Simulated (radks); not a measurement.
Q: Species: Rb III. Configuration: [Ar] 3d10 4s2 4p5. Calculated with a radial shooting solver on a logarithmic mesh with Libxc functionals: scalar-relativistic Kohn-Sham, LDA (Slater exchange, VWN5 correlation), spin-polarised, spherical densities, finite nucleus; open shells are filled with parallel spins first (spin-orbit coupling, left out, can overturn this in heavy ions); Fermi nuclear charge, rms radius 4.2036 fm. Some entries of the table are withheld. Estimate them.

orbital  occ.  eigenvalue (hartree)  r(max) (bohr)  <r^2> (bohr^2)
1s up       1             -552.3506        0.02632        0.002192
1s down     1             -552.3467        0.02632        0.002192
2s up       1             -74.44267         0.1498         0.03739
2s down     1             -74.44003         0.1498         0.03739
2p up       3             -66.13887         0.1196         0.02947
2p down     3             -66.13521         0.1196         0.02947
3s up       1             -11.65327         0.4514          0.3007
3s down     1             -11.64826         0.4514          0.3006
3p up       3              -8.98997         0.4465          0.3154
3p down     3              -8.98437         0.4466          0.3152
3d up       5              -4.56846         0.3920          0.3382
3d down     5              -4.56194         0.3919          0.3373
4s up       1              -1.87250          1.246           2.288
4s down     1              -1.84001          1.244           2.294
4p up       3              -1.26043          1.394           3.055
4p down     2              -1.22924          1.395           3.086
5s up       0                   (1)          3.245           14.29
4d up       0              -0.48129          2.027           7.429
5s down     0                   (2)          3.275           14.59
4d down     0              -0.46145          2.067           7.817
5p up       0              -0.34704          3.889             (3)
5p down     0              -0.34216          3.935             (4)
4f up       0                   (5)          6.003           57.14
4f down     0                   (6)          6.134           59.03

A: 
(1) 5s up eigenvalue (hartree): -0.48366
(2) 5s down eigenvalue (hartree): -0.47605
(3) 5p up <r^2> (bohr^2): 20.90
(4) 5p down <r^2> (bohr^2): 21.38
(5) 4f up eigenvalue (hartree): -0.14205
(6) 4f down eigenvalue (hartree): -0.14087
